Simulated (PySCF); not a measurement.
C₂H₃AlBrF. Atoms are numbered in the order given.

```xyz
8

Al     0.6740     0.6114     0.0000
F      2.3365     0.5936     0.0000
Br    -0.3879    -1.3770     0.0000
C     -0.3202     2.2578     0.0000
C     -1.6647     2.2655     0.0000
H      0.1946     3.2282     0.0000
H     -2.2467     3.1958     0.0000
H     -2.2514     1.3390     0.0000
```

Geometry: B3LYP-D3(BJ)/def2-SVP. The structure was generated by enumeration; whether it is a known compound was not checked. The values are those of a single conformer.

Method: KT2/pcSseg-1 (PySCF).

GIAO shieldings, no solvent; atoms listed in one row are averaged. δ = σ(ref) − σ: ¹⁹F against CFCl3 (σ = 127.1 ppm); ¹³C against TMS (σ = 185.1 ppm); ¹H against TMS (σ = 31.47 ppm), references at their B3LYP-D3(BJ)/def2-TZVP geometries, non-relativistic (without spin–orbit terms, shifts of atoms bonded to Cl or Br come out too high).

```json
[
 {"nucleus": "¹⁹F", "atoms": "F2", "count": "1", "δ (ppm)": "-156.2"},
 {"nucleus": "¹³C", "atoms": "C5", "count": "1", "δ (ppm)": "152.0"},
 {"nucleus": "¹³C", "atoms": "C4", "count": "1", "δ (ppm)": "130.4"},
 {"nucleus": "¹H", "atoms": "H7", "count": "1", "δ (ppm)": "7.19"},
 {"nucleus": "¹H", "atoms": "H8", "count": "1", "δ (ppm)": "6.85"},
 {"nucleus": "¹H", "atoms": "H6", "count": "1", "δ (ppm)": "6.20"}
]
```
